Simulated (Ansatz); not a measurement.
Cost and result up the ladder for the cluster Tl3H4 (7 atoms). Charge 0, multiplicity 2. Geometry: PBE-D4/def2-SVP.

Cartesian coordinates in Å:
```
Tl 0.160 0.076 0.169
Tl -1.964 -0.945 -1.755
Tl 2.538 0.327 2.364
H 1.270 1.493 1.009
H -1.558 0.864 -0.240
H -0.831 -1.622 0.168
H 0.385 -0.192 -1.715
```

Ansatz on 4 threads of Arm Neoverse V2 on a shared host. Times are rough, and most runs start from the orbitals of an earlier one. ωB97X-V/def2-TZVP serves as the yardstick here, not as an exact answer. Differences are given only for rows in sets of like size (and for xTB, whose basis is part of the method), since another set adds its own error. Binding counts from free atoms at the same level (Tl doublet, H doublet; other spins of the atoms weren't run), without zero-point energy or a counterpoise term.

In the def2 sets Tl takes a core potential; there is no spin–orbit coupling. LC-ωPBE has ω = 0.4 bohr⁻¹. Correlated methods freeze 12 core orbitals; core or outer-core shells of Tl are correlated, in sets that lack core-valence functions. The rows differ in basis, and correlated rows in double-zeta sets carry the largest basis error. Another isomer (doublet) lies 0.54 eV lower at PBE0-D4/def2-TZVP; other spin states weren't run for this one.

Correlated methods converge slowly with the basis, most of all in double-zeta sets.

| level | functions | wall time | binding energy per atom (eV) | difference from ωB97X-V/def2-TZVP (eV) |
| --- | --- | --- | --- | --- |
| PBE-D4/def2-SVP | 98 | 1.4 s | 1.51 | – |
| PBE0-D4/def2-SVP | 98 | 1.9 s | 1.46 | – |
| PBE-D4/def2-TZVP (with forces) | 174 | 3 s | 1.53 | 0.04 |
| MP2/def2-TZVP | 174 | 3.3 s | 1.32 | -0.17 |
| LC-ωPBE/def2-TZVP | 174 | 4 s | 1.42 | -0.07 |
| PBE0-D4/def2-TZVP | 174 | 5 s | 1.49 | -0.01 |
| r2SCAN-D4/def2-TZVP | 174 | 6 s | 1.53 | 0.04 |
| B97M-V/def2-TZVP | 174 | 11 s | 1.62 | 0.12 |
| ωB97X-V/def2-TZVP | 174 | 12 s | 1.50 | 0.00 |
| CCSD(T)/def2-SVP | 98 | 22 s | 1.35 | – |
